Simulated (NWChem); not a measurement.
System: GeHSCl, singlet; SMILES [SH][Ge][Cl]

NWChem input:

```
start job
memory heap 200 mb stack 900 mb global 1100 mb
geometry units angstroms noautoz
  Ge     0.755959     0.019904    -0.005891
  Cl    -0.731103     1.637520     0.005464
  S     -0.726220    -1.657594    -0.007724
  H      0.238835    -2.606827    -0.014664
end
basis spherical
  * library def2-svp
end
dft
  xc xcamb88 1.00 lyp 0.81 vwn_5 0.19 hfexch 1.00
  cam 0.33 cam_alpha 0.19 cam_beta 0.46
  iterations 150
end
tddft
  nroots 8
  notriplet
end
task tddft energy
```

Low-valent species are run as closed-shell singlets; no triplet was tried in these runs. Structure relaxed at the PBE0/def2-SVP level.

Vertical excitations in the gas phase.

Predict the main results of this run. (CAM-B3LYP/def2-SVP, full TDDFT.) Quantities: lowest excitation, singlet (eV); oscillator strength of that lowest state; lowest state with f > 0.02, singlet (eV); oscillator strength of that bright state; orbital gap (eV).


```json
{
 "lowest excitation, singlet (eV)": "3.60",
 "oscillator_strength_of_that_lowest_state": "0.017",
 "lowest state with f > 0.02, singlet (eV)": "4.71",
 "oscillator_strength_of_that_bright_state": "0.043",
 "orbital gap (eV)": "7.04"
}
```
